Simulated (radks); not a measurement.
Initial-state core-level shifts of neutral promethium when its valence configuration changes from [Xe] 4f5 6s2. Calculated with a radial shooting solver on a logarithmic mesh with Libxc functionals: scalar-relativistic Kohn-Sham, PBE, spin-polarised, spherical densities, finite nucleus; open shells are filled with parallel spins first (spin-orbit coupling, left out, can overturn this in heavy ions); Fermi nuclear charge, rms radius 4.962 fm. Shifts are changes of the shell-averaged eigenvalues in eV (positive: less bound); the change of the density at the nucleus, which sets a Mossbauer isomer shift, is in e/bohr^3, on a base of 5.138e+05.

| valence | 1s | 3d | 4p | 4d | density at nucleus |
|---|---|---|---|---|---|
| 4f4 6s2 6p1 | -9.521 | -10.944 | -10.387 | -10.091 | +40.53 |
| 4f4.5 5d0.5 6s2 | -3.041 | -3.683 | -3.449 | -3.306 | +13.94 |
| 4f5 6s1 6p1 | -1.076 | -1.077 | -1.074 | -1.073 | -16.48 |
| 4f5 5d1 6s1 | +1.218 | +1.190 | +1.234 | +1.264 | -19.04 |
| 4f3.5 5d0.5 6s2 6p1 | -13.199 | -15.479 | -14.490 | -13.995 | +57.68 |
| 4f4 6p3 | -11.493 | -12.911 | -12.352 | -12.054 | -9.58 |
| 4f3.5 5d1.5 6s1 6p1 | -10.880 | -13.116 | -12.139 | -11.628 | +25.98 |
| 4f5 5d0.5 6s1.5 | +0.645 | +0.633 | +0.655 | +0.670 | -10.39 |
